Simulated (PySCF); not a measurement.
## Removing an electron from `BN(B)CC(F)(F)F`

C₂H₆B₂F₃N.
Z-matrix (Å and degrees, PBE0-D3(BJ)/def2-SVP geometry), rows numbered from 1:
```
B 
N   1  1.4279
B   2  1.4282  1  121.33
C   2  1.4510  1  119.36  3   179.31
C   4  1.5149  2  111.67  1   -90.49
F   5  1.3346  4  111.63  2   -58.87
F   5  1.3351  4  111.67  2    61.20
F   5  1.3333  4  110.15  2  -178.82
H   1  1.2076  2  119.08  3   175.25
H   1  1.2035  2  118.90  3    -3.12
H   3  1.2036  2  118.93  1     3.39
H   3  1.2076  2  119.05  1  -175.04
H   4  1.0989  2  111.07  1    29.03
H   4  1.0989  2  111.16  1   150.02
```

Level: wB97X-D/def2-SVPD (PySCF). Frontier orbitals with their largest atomic shares (Löwdin; up to four atoms above 4 %):

```tsv
orbital	ε (eV)	main atoms
HOMO−3	-12.79	N2 21 %, B3 16 %, B1 16 %, C4 12 %
HOMO−2	-11.85	B1 19 %, B3 19 %, N2 12 %, H10 12 %
HOMO−1	-11.30	N2 48 %, C4 12 %, B1 10 %, B3 10 %
HOMO	-11.24	?
LUMO	0.36	B3 31 %, B1 31 %, N2 15 %, H9 5 %
LUMO+1	1.56	B1 23 %, B3 23 %, N2 15 %, H10 6 %
LUMO+2	2.09	B1 32 %, B3 31 %, C5 5 %, F7 4 %
```

**Question.** What vertical ionisation energy does ΔSCF give, and how far is −ε(HOMO) from it?

**Answer.** ΔSCF: 11.80 eV (1138 kJ/mol; threshold wavelength 105 nm); ⟨S²⟩ of the doublet left behind is 0.756, against 0.75 for a pure doublet. −ε(HOMO) is 11.24 eV, 0.56 eV below it. For the exact functional −ε(HOMO) would equal the first vertical ionisation energy; wB97X-D (range-separated hybrid) falls short of its own ΔSCF value by 5 %. Holes in the HOMO−1 and HOMO−2 were tried too where these lie within 1.2 eV of the HOMO; the lowest converged state counts.

**Question.** On which atoms does the HOMO lie?

**Answer.** B3 (three-coordinate boron) 24 %, B1 (three-coordinate boron) 23 %, H12 (B–H hydrogen) 13 %, H9 (B–H hydrogen) 13 %, so no atom holds as much as 40 %. The HOMO−1 lies 0.06 eV lower.

**Question.** How many of the 10 lowest singlet excitations (vertical TDDFT, same level) lie below the ionisation energy?

**Answer.** All 10; they run from 6.29 to 9.39 eV.

**Question.** With α = 62.6 au, estimate the like-pair dispersion coefficient by London's formula C6 = (3/4)α²I.

**Answer.** I = 0.4336 Eh, so C6 ≈ 1280 au, a rough estimate.

One conformer (not necessarily the lowest) at the PBE0-D3(BJ)/def2-SVP geometry, without solvent, vibrations or thermal averaging.

wB97X-D is run here without its empirical dispersion term; that term would change no orbital, density or response property at a fixed geometry.
